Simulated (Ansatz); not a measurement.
Reaction: CH6BN (SMILES BNC) → CH5BN (SMILES B[N]C, doublet) + H (doublet) (the H-N bond breaks)
Each species at its own B3LYP-D3(BJ)/def2-TZVP minimum (Ansatz, an electronic-structure program).

Total energies in hartree (Ansatz). Open shells are spin-unrestricted; no spin-orbit coupling. Correlated methods leave the cores frozen. No relativity. Where a partner has so few electrons that a lower coupled-cluster level is exact, that level stands in.

```tsv
species	HF/cc-pVTZ	CCSD(T)/cc-pVTZ	HF/cc-pVQZ	CCSD(T)/cc-pVQZ	CCSD(T)/cc-pVDZ	CCSDT(Q)/cc-pVDZ
1: CH6BN (SMILES BNC)	-120.56406	-121.11789	-120.57260	-121.15459	-120.98767	-120.98925
2: CH5BN (SMILES B[N]C, doublet)	-119.92127	-120.43545	-119.92966	-120.47069	-120.31246	-120.31454
3: H (doublet)	-0.49981	-0.49981	-0.49995	-0.49995	-0.49928	-0.49928
```

### Question
Work out the bond dissociation energy (electronic) in kcal/mol: take Hartree-Fock from cc-pVQZ, extrapolate the CCSD(T) correlation energy as X^-3 (X = 3, 4), and add CCSDT(Q) - CCSD(T) in cc-pVDZ. 1 hartree = 627.51 kcal/mol.

### Answer

Species 1: correlation (64·(-0.58199) - 27·(-0.55383))/37 = -0.60254; step -0.00158; E1 = -120.57260 + (-0.60254) + (-0.00158) = -121.17672
Species 2: correlation (64·(-0.54103) - 27·(-0.51418))/37 = -0.56062; step -0.00208; E2 = -119.92966 + (-0.56062) + (-0.00208) = -120.49236
Species 3: correlation (64·(0.00000) - 27·(0.00000))/37 = 0.00000; step +0.00000; E3 = -0.49995 + (0.00000) + (+0.00000) = -0.49995
-1·E1 +1·E2 +1·E3 = 0.18441 hartree = 115.7 kcal/mol.
